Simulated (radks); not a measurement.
Problem. Radial electron density D(r) = 4 pi r^2 rho(r) of an atom or ion with 61 electrons. All-electron calculation, Dirac Kohn-Sham, PBEsol, spin-unpolarised, spherical densities, point nucleus. Program: a radial shooting solver on a logarithmic mesh with Libxc functionals.

r (bohr)  D(r) (e/bohr)
0.002371          14.43
0.003213          22.35
0.004354          33.36
0.005949          47.78
0.008062          63.36
0.01093           77.00
0.01481           83.93
0.02023           81.44
0.02742           74.90
0.03716           77.24
0.05036           94.42
0.0688            108.5
0.09324           96.68
0.1264            81.14
0.1713            91.62
0.234             86.83
0.3171            48.86
0.4297            39.56
0.5824            44.33
0.7957            26.51
1.078             13.39
1.461             8.945
1.981             4.330
2.706             1.289
3.667            0.4695
4.97             0.1867
6.736           0.03576
9.202          0.002061

What is the nuclear charge?

Solution. Z = 62. The innermost maximum, from 1s, lies near gamma/Z bohr with gamma = sqrt(1 - (Z/c)^2) = 0.892, here 0.0144 bohr (found: 0.0159), and its height grows with Z. The density is that of the samarium ion Sm+ in [Xe] 4f6 6s1; the configuration itself is not fixed sharply by these data, and Z only to a few units. D(r) has 4 maxima, at r = 0.0159, 0.0699, 0.196, 0.542 bohr, and minima at 0.0307, 0.129, 0.390 bohr, inside which lie 2.02, 11.21, 29.23 electrons.
